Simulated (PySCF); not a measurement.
TDDFT excited states: C7H11F

C₇H₁₁F.
Numbering: `[F:1][C@H:2]1[CH2:3][CH2:4][C:5]12[CH2:6][CH2:7][CH2:8]2` (hydrogens: H9 on C2; H10, H11 on C3; H12, H13 on C4; H14, H15 on C6; H16, H17 on C7; H18, H19 on C8)

Computed with TDDFT B3LYP/def2-SVPD, vertical, gas phase, core orbitals frozen in the response in PySCF. Isolated species at its PBE0-D3(BJ)/def2-SVP geometry, gas phase.

Q: What does the calculation give for the low-lying excited states?

A: 

```csv
state,E (eV),E (hartree),f,|μ| (D),"main configurations (H = HOMO, L = LUMO)"
S1,7.47,0.2744,0.0094,0.58,H→L (98%)
S2,7.71,0.2834,0.012,0.64,H→L+1 (94%)
S3,7.73,0.2840,0.054,1.36,H-1→L (94%)
S4,7.84,0.2879,0.0014,0.22,H→L+2 (91%)
S5,7.94,0.2916,0.022,0.85,"H-1→L+1 (47%), H-2→L (42%)"
S6,7.96,0.2926,0.010,0.58,"H-1→L+1 (48%), H-2→L (45%)"
S7,8.07,0.2964,0.019,0.78,H→L+3 (98%)
S8,8.13,0.2987,0.012,0.62,H-1→L+2 (91%)
S9,8.20,0.3013,0.025,0.90,H-2→L+1 (86%)
S10,8.33,0.3061,0.0086,0.52,H-1→L+3 (94%)
```

Triplets (Tamm–Dancoff): T1 7.37 eV, H→L (95%); T2 7.55 eV, H→L+1 (90%); T3 7.58 eV, H-1→L (87%); T4 7.69 eV, H→L+2 (84%).

The lowest singlet comes at 166 nm (721 kJ/mol) in the vacuum ultraviolet; it is weak; its leading configuration is HOMO→LUMO (98%). The most intense listed level is S3 at 7.73 eV (160 nm, f = 0.054), 0.26 eV above S1. Löwdin shares by element: HOMO carbon 57% or more (atoms not listed hold the other 43%); LUMO carbon 29% or more, hydrogen 8% or more (atoms not listed hold the other 63%). The oscillator strengths of these states sum to 0.173; summed over the whole spectrum of an exact calculation they would give the number of electrons, 62 (Thomas–Reiche–Kuhn). Of the 10 states listed, 7 reach f = 0.01 and none stays under 0.0005. The listed states span 0.86 eV, and the widest gap between neighbours is 0.24 eV (S1 to S2). All these states lie below the vertical ionisation energy of 9.86 eV (ΔSCF). Only the lowest 10 singlets were computed, as vertical energies without vibronic structure.
